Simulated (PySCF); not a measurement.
# Pt⁻ (platinum, charge -1) across methods

[Xe] 4f14 5d9 6s2, 2D determinant. Calculation: PySCF 2.14, in def2-SVPD with the def2 core potential (60 electrons); scalar relativity through the core potential.

```
 method  E (hartree)  mean ε 5d β (eV)  mean ε 6s α (eV)  mean ε 6s β (eV)  Σ⟨r²⟩ (bohr²)   ⟨S²⟩
r2SCAN0    -119.3062            -0.150             0.160             0.240          67.84  0.754
   PBE0    -119.3107            -0.024             0.331             0.457          68.25  0.752
    UHF   -118.40149            -3.631            -0.917            -0.522          70.08  0.756
    PBE    -119.3665             1.429             0.632             1.032          68.27  0.752
  TPSSh    -119.2831             0.867             0.288             0.821          68.06  0.752
wB97M-V    -119.2201            -2.430            -1.493            -1.284          68.74  0.752
   MN15    -119.1450            -0.865            -0.485            -0.468          69.02  0.752
    LDA    -119.1479             1.283             0.398             0.731          68.27  0.751
```

Task: Estimate the same row for r2SCAN.

Result: E (hartree) = -119.3683; mean ε 5d β (eV) = 1.263; mean ε 6s α (eV) = 0.396; mean ε 6s β (eV) = 0.865; Σ⟨r²⟩ (bohr²) = 67.62; ⟨S²⟩ = 0.754.

Energies and moments cover only the electrons outside the core potential. Spin-orbit coupling, absent here, splits the open shell strongly.

The highest occupied level is positive at r2SCAN0, PBE0, PBE, TPSSh, r2SCAN, LDA: only the finite basis holds that electron, which in a density functional comes from self-interaction.
